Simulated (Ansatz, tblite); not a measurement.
Isomers of Be4Te4 (singlet), found by a short tight-binding search and relaxed with B3LYP-D4/def2-SVP in Ansatz.

In the def2 sets Te takes a core potential; there is no spin–orbit coupling. The xTB rows come from tblite. Correlated methods freeze 16 core orbitals; core or outer-core shells of Te are correlated, in sets that lack core-valence functions.

Other spin states weren't relaxed.

A:

```csv
atom,x (Å),y (Å),z (Å)
Be1,-1.021,0.735,-0.897
Be2,-0.002,0.634,1.409
Be3,1.410,0.123,-0.618
Be4,-0.388,-1.491,0.106
Te5,0.003,-0.997,-2.217
Te6,-2.220,-0.193,0.972
Te7,1.606,-1.157,1.411
Te8,0.610,2.347,-0.166
```

B:

```
atom    x (Å)    y (Å)    z (Å)
 Be1   1.2370  -0.5636   1.4877
 Be2  -1.2381   0.5627  -1.4898
 Be3  -1.5940  -0.4135   1.1660
 Be4   1.5940   0.4121  -1.1653
 Te5  -2.7239   1.1829   0.0702
 Te6   0.3330  -0.0926  -2.9492
 Te7   2.7469   0.8928   0.6965
 Te8  -0.3549  -1.9808   2.1838
```

Question: Estimate their order by electronic energy at PBE-QIDH/def2-TZVP, counted from the lowest.

Answer: A (0.0) < B (105.1), in kJ/mol.

Question: Do the other levels pick the same lowest one?

Answer: Not HF/def2-SVP. Energies above each level's lowest (kJ/mol):

| level | A | B |
| --- | --- | --- |
| GFN1-xTB | 0.0 | 134.9 |
| GFN2-xTB | 0.0 | 26.4 |
| HF/def2-SVP | 40.5 | 0.0 |
| LDA (SPW92)/def2-TZVP | 0.0 | 130.8 |
| PBE-D4/def2-TZVP | 0.0 | 115.2 |
| r2SCAN-D4/def2-TZVP | 0.0 | 81.0 |
| PBE0-D4/def2-TZVP | 0.0 | 113.1 |
| PBE-QIDH/def2-TZVP | 0.0 | 105.1 |
| MP2/def2-SVP | 0.0 | 54.2 |
| CCSD/def2-SVP | 0.0 | 22.4 |
| CCSD(T)/def2-SVP | 0.0 | 32.2 |
Point groups (tolerance 0.1 Å): A Td, B D2d. Lower isomers may exist.
